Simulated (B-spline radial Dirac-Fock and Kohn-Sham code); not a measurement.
# Two-hole binding energies of Ce³⁺

System: cerium as Ce³⁺, configuration [Xe] 6p1 (an excited configuration).

Input file task.json (cfg lists n, l and occupation; rrms is the nuclear radius in fm):

```json
{"items": [{
  "Z": 58,
  "q": 3,
  "cfg": [[1, 0, 2], [2, 0, 2], [2, 1, 6], [3, 0, 2], [3, 1, 6], [3, 2, 10], [4, 0, 2], [4, 1, 6], [4, 2, 10], [5, 0, 2], [5, 1, 6], [6, 1, 1]],
  "A": 140,
  "rrms": 4.8771,
  "do": ["binding", "quiet", "double"]
}]}
```

Launch: `python xray_run.py task.json out`

The computed values come from an atomic code on a B-spline grid: multi-electron Dirac-Fock with separately optimised hole states, Breit and Lamb-shift corrections added in first order. U is the two-hole binding energy less the two single-hole energies, the effective repulsion of the holes after relaxation. Each two-hole energy is an average over J within one jj subconfiguration.

```tsv
holes	E(a) (eV)	E(b) (eV)	E(ab) (eV)	U (eV)
1s⁻²	40489.3	40489.3	81961.1	982.6
1s⁻¹ 3p3/2⁻¹	40489.3	1238.7	41810.1	82.2
1s⁻¹ 3d3/2⁻¹	40489.3	953.5	?	?
1s⁻¹ 3d5/2⁻¹	40489.3	935.1	41500.5	76.1
2s⁻²	6604.7	6604.7	13374.0	164.6
2p1/2⁻²	6214.4	6214.4	12634.4	205.5
2p1/2⁻¹ 2p3/2⁻¹	6214.4	5773.4	12170.4	182.5
2s⁻¹ 3p3/2⁻¹	6604.7	1238.7	7914.1	70.7
2p1/2⁻¹ 3s⁻¹	6214.4	1491.9	7777.8	71.4
2p3/2⁻¹ 3d5/2⁻¹	5773.4	935.1	6784.1	75.6
3d3/2⁻¹ 3d5/2⁻¹	953.5	935.1	1950.7	62.1
3d5/2⁻²	935.1	935.1	1931.3	61.1
5p1/2⁻²	60.06	60.06	133.8	13.7
5p1/2⁻¹ 5p3/2⁻¹	60.06	56.78	129.5	12.6
```

Q: Give the missing two-hole energy and U.

A: E(ab) = 41520.6 eV and U = 77.8 eV.
